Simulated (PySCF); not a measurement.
**[Sm(H2O)]2+ at several levels of theory**

Computed with PySCF 2.14.0 (density fitting, no spin-orbit coupling) at the geometry relaxed with PBE0:

```xyz
4
[Sm(H2O)]2+ (singlet in the valence; each metal's 4f electrons, 6 of them, lie in its core potential, out of spins and levels)
Sm    0.0000    0.0000   -0.1343
O     0.0000    0.0000    2.3070
H     0.7660    0.0000    2.9126
H    -0.7660    0.0000    2.9126
```

| level | basis | state | HOMO (eV) | gap (eV) | charge on Sm1 (e) | population of f-type functions on Sm1 (polarisation alone where 4f lies in the core) | dipole about the centre of mass (D) | largest force component (eV/Å) |
| --- | --- | --- | --- | --- | --- | --- | --- | --- |
| PBE0 | Sm lcecp-0-SVP with ECP52, O def2-SVP, H def2-SVP | singlet | – | – | 1.78 | 0.01 | 1.83 | 0.00 |
| BP86 | the same | singlet | – | – | 1.74 | 0.01 | 1.98 | 0.65 |
| M06-L | the same | singlet | – | – | 1.79 | 0.01 | 1.73 | 0.15 |

In the lcecp rows the 4f levels are missing from HOMO and gap, and the state counts the valence alone.

Charges are Mulliken's, which hang on the basis. The relaxation used the grid (50, 194), these runs (75, 302) or, all-electron (x2c bases, spin-free X2C Hamiltonian), (99, 590).

Task: What does PBE0 with Sm lcecp-0-TZVP with ECP52, O def2-TZVP, H def2-TZVP give here?

Result: state singlet, charge on Sm1 (e) 1.86, population of f-type functions on Sm1 (polarisation alone where 4f lies in the core) 0.01, dipole about the centre of mass (D) 1.85, largest force component (eV/Å) 0.32. Time: 7.6 s on 2 threads of AMD EPYC 7R43 64-Core Processor (Zen 3), with other jobs on the host, from free ions and atoms.

An lcecp potential fixes the number of 4f electrons, so in runs with it no electron can move into or out of that shell.
